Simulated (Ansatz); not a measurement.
The cluster CoSi₂⁻ (the lowest singlet isomer of a short search) was relaxed with PBE-D4 (def2-TZVPD) in Ansatz in these states: charge -1 quintet, charge -1 triplet. The geometries follow in no particular order.

A:

Cartesian coordinates in Å:
```
Co -0.391 -1.136 -0.056
Si 0.202 0.626 -1.189
Si 0.189 0.510 1.245
```

B:

```xyz
3

Co   -0.574    0.047   -1.087
Si   -0.712   -0.215    1.062
Si    1.286    0.168    0.025
```

Q: Judge from the bond lengths which geometry belongs to which state (an estimate).

A: A is the charge -1 quintet (Si2–Si3 2.437 Å, Co1–Si3 2.177 Å, Co1–Si2 2.177 Å); B is the charge -1 triplet (Si2–Si3 2.284 Å, Co1–Si3 2.170 Å, Co1–Si2 2.170 Å).

At PBE-D4/def2-TZVPD the highest occupied level of the charge -1 quintet lies above zero (up to 1.41 eV). It is a level of α spin, whose loss leaves a quartet; that state wasn't run at this geometry and level. The electron is either unbound and held by the finite basis, or the level is raised by self-interaction error. At PBE-D4/def2-TZVPD the highest occupied level of the charge -1 triplet lies above zero (up to 0.82 eV). It is a level of β spin, whose loss leaves a quartet; that state wasn't run at this geometry and level. The electron is either unbound and held by the finite basis, or the level is raised by self-interaction error. At PBE0-D4/def2-TZVPD a triplet lies 1.03 eV below the charge -1 quintet. These are the stationary points nearest to one start from a short search; other shapes may lie lower in each state.
